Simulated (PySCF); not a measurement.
Atom-mapped SMILES (the numbers label the heavy atoms): `[CH3:1]/[N:2]=[CH:3]\[GeH3:4]`. Each H is labelled by its parent atom.

Geometry: PBE0-D3(BJ)/def2-SVP; GIAO shifts from PySCF 2.14.0 with density-fitted response routines, gas phase, non-relativistic, averaged over equivalent atoms.

At PBE0/pcSseg-1 (127 basis functions, 8.5 s wall time on 1 thread of an Arm Neoverse V2, shared host):
```
 atoms  δ (ppm)
    C3    171.0
    C1     52.1
    N2    464.8
   Ge4   -301.5
 H(C3)     8.54
H(Ge4)     4.11
 H(C1)     3.61
```

Chemical shifts δ = σref − σ; 13C (184.41 ppm), 1H (31.27 ppm) against TMS; 15N (265.67 ppm) vs NH3; GeMe4 for 73Ge (1330.28 ppm), all at this level.

Q: What do these become at PBE/pcSseg-2?

A: 
| atoms | δ at PBE/pcSseg-2 | change |
| --- | --- | --- |
| C3 | 177.4 | +6.4 |
| C1 | 54.3 | +2.2 |
| N2 | 453.3 | -11.5 |
| Ge4 | -323.0 | -21.5 |
| H(C3) | 8.87 | +0.33 |
| H(Ge4) | 4.22 | +0.11 |
| H(C1) | 3.74 | +0.13 |

δ = σ(ref) − σ, references computed at the same level: 13C (σ = 179.39 ppm) and 1H (σ = 31.18 ppm) vs TMS; NH3 for 15N (σ = 261.04 ppm); 73Ge (σ = 1269.89 ppm) against GeMe4.

The largest change is at Ge4 (germanium bonded to C, 3 H). Cost: 269 basis functions, 33 s wall time on 1 thread of an Arm Neoverse V2, shared host.

Relativistic effects, spin–orbit coupling among them, are left out; they matter for Ge and for the light atoms bonded to it. Experimental scales use liquid or dissolved standards, which lie at an offset from isolated NH3 (liquid NH3: subtract about 20 ppm). Unscaled 15N shifts of sp2 nitrogen come out 20 to 40 ppm too high even then.
